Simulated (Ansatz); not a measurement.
Kohn–Sham single points on `COB(C)F`.

```yaml
crystal:
  periodic: [false, false, false]
  atoms:
    - {symbol: C, position_ang: [-1.364394, 0.711106, 0.538476]}
    - {symbol: O, position_ang: [-0.241034, 1.227789, -0.135297]}
    - {symbol: B, position_ang: [0.818583, 0.482667, -0.508872]}
    - {symbol: C, position_ang: [0.993226, -1.057861, -0.270558]}
    - {symbol: F, position_ang: [1.779226, 1.165201, -1.136042]}
    - {symbol: H, position_ang: [-1.458467, 1.207123, 1.506862]}
    - {symbol: H, position_ang: [-2.259069, 0.924278, -0.050042]}
    - {symbol: H, position_ang: [-1.294037, -0.367678, 0.698148]}
    - {symbol: H, position_ang: [0.947554, -1.307033, 0.794024]}
    - {symbol: H, position_ang: [1.947438, -1.412793, -0.660077]}
    - {symbol: H, position_ang: [0.196274, -1.629799, -0.756023]}
basis:
  gaussian: {orbitals: def2-TZVPP}
hamiltonian: {xc: {name: r2SCANh}, dispersion: d4}
output: {orbitals: {seedname: orbitals}}
```

```sh
$ ansatz run in.yaml --threads 4 --pin off --events-out ev --progress --plain
```

It prints (some lines left out):

```
Functional definition: r2SCANh
1190 factors; their error is unknown
mean field evaluation 1: about -7604.6043 eV, gradient 7.0e1 eV
mean field evaluation 2: about -7600.1433 eV, gradient 8.3e1 eV
mean field evaluation 4: about -7614.1021 eV, gradient 3.7e0 eV
mean field evaluation 8: about -7614.1232 eV, gradient 5.4e-1 eV
mean field evaluation 16: about -7614.1235 eV, gradient 1.3e-5 eV
mean field -7614.12353777 eV, -279.8138789746 hartree, gradient 1.4e-5 eV, S^2 0.000000; 0 other end points of the search recorded, 0 dependent functions left out
reference -7614.12354961 eV, -279.8138794100 hartree; 20, 20 occupied and 219, 219 virtual orbitals, 1190 factors
Total energy: -7614.16847665 eV, -279.8155304481 hartree
```

It took 3.4 s on 4 threads of a server CPU on a shared host, with 0.52 GiB of host memory at the peak.

Changing it to `hamiltonian: {xc: {name: BLYP}, dispersion: d4}` (abridged; 1.8 s):

```
Functional definition: BLYP
mean field evaluation 16: about -7616.2591 eV, gradient 3.6e-4 eV
mean field -7616.25911720 eV, -279.8923600711 hartree, gradient 5.4e-5 eV, S^2 0.000000
Total energy: -7616.63960978 eV, -279.9063429156 hartree
```

Changing it to `hamiltonian: {xc: hse06, dispersion: d4}` (abridged; 2.4 s):

```
Functional definition: HSE06
mean field evaluation 16: about -7609.5715 eV, gradient 5.2e-5 eV
mean field -7609.57146105 eV, -279.6465932406 hartree, gradient 5.3e-5 eV, S^2 0.000000
Total energy: -7609.70143078 eV, -279.6513695404 hartree
```

With the line `hamiltonian: {xc: pbe, dispersion: d4}` and forces (abridged; 2.3 s):

```
Functional definition: PBE
mean field evaluation 16: about -7609.3557 eV, gradient 6.5e-4 eV
mean field -7609.35572589 eV, -279.6386651200 hartree, gradient 2.3e-5 eV, S^2 0.000000
Total energy: -7609.52487376 eV, -279.6448811895 hartree
Atom 0 force    -0.182119    -0.095412     0.110813 eV/Å
Atom 1 force    -0.034232     0.494627    -0.087668 eV/Å
Atom 2 force     0.004638    -0.426094     0.088271 eV/Å
Atom 3 force    -0.004917     0.074267    -0.013087 eV/Å
Atom 4 force     0.445684     0.324171    -0.292292 eV/Å
Atom 5 force    -0.038638     0.102513     0.213333 eV/Å
Atom 6 force    -0.207049     0.043323    -0.113501 eV/Å
Atom 7 force    -0.008447    -0.235705     0.047283 eV/Å
Atom 8 force    -0.010558    -0.069519     0.200385 eV/Å
Atom 9 force     0.183131    -0.083973    -0.071530 eV/Å
Atom 10 force    -0.147492    -0.128198    -0.082006 eV/Å
Dipole moment:    -0.354542    -0.340316     0.249884 e Å
```

The same input with `hamiltonian: {xc: {name: revPBE}, dispersion: d4}` (abridged; 1.7 s):

```
Functional definition: revPBE
mean field evaluation 16: about -7615.7609 eV, gradient 5.3e-4 eV
mean field -7615.76085917 eV, -279.8740494263 hartree, gradient 5.4e-5 eV, S^2 0.000000
Total energy: -7616.35307841 eV, -279.8958130820 hartree
```

The same input with `hamiltonian: {xc: lda}` (abridged; 1.1 s):

```
Functional definition: SPW92
mean field evaluation 16: about -7558.2386 eV, gradient 5.0e-4 eV
mean field -7558.23862220 eV, -277.7601462078 hartree, gradient 4.1e-5 eV, S^2 0.000000
Total energy: -7558.23866366 eV, -277.7601477314 hartree
```

HSE06 is the plane-wave form, built on full-range PBE exchange.
